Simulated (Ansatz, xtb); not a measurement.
# BClGeH+: where a starting geometry ends

The starting geometry of this gas-phase singlet has its atoms placed at random.

```csv
atom,x (Å),y (Å),z (Å)
B,0.1143,0.0464,0.6777
Cl,1.2052,1.3861,0.1642
Ge,-0.7514,0.3104,-0.9009
H,0.4851,-0.0576,-0.2839
```

Q: One run relaxed it with r2SCAN-D4/def2-SVP. What is a likely outcome?

A: It ends as a structure given below by its coordinates. Distances that change by over a tenth: B1–Ge3 (1.82 → 2.05 Å), B1–H4 (1.04 → 1.34 Å), Cl2–H4 (1.67 → 2.61 Å), Ge3–H4 (1.43 → 1.98 Å). Contacts that open: Cl2–Ge3 (2.47 → 3.71 Å).

The energy falls by 4.98 eV over 11 steps:

| step | E − E(last) (eV) |
| --- | --- |
| 1 | 4.982 |
| 2 | 2.287 |
| 3 | 1.095 |
| 4 | 0.558 |
| 5 | 0.249 |
| 7 | 0.003 |
| 8 | 0.003 |
| 9 | 0.000 |
| 10 | 0.000 |
| 11 | 0.000 |

Final geometry (Å):

```csv
atom,x (Å),y (Å),z (Å)
B,0.3126,0.7137,0.0797
Cl,1.5232,1.5133,0.9007
Ge,-1.3325,-0.0501,-0.8719
H,0.5499,-0.4915,-0.4515
```

From the same start GFN2-xTB ends elsewhere, differing in Cl2–Ge3 (2.29 against 3.71 Å here).

From so rough a start the end depends on the optimiser's path, so another program may land elsewhere. No frequencies were run, so the end isn't proven a minimum. Run with Ansatz 0.2.0, 17 s on 1 thread of Intel(R) Xeon(R) Platinum 8375C CPU @ 2.90GHz (Ice Lake), on a shared host.
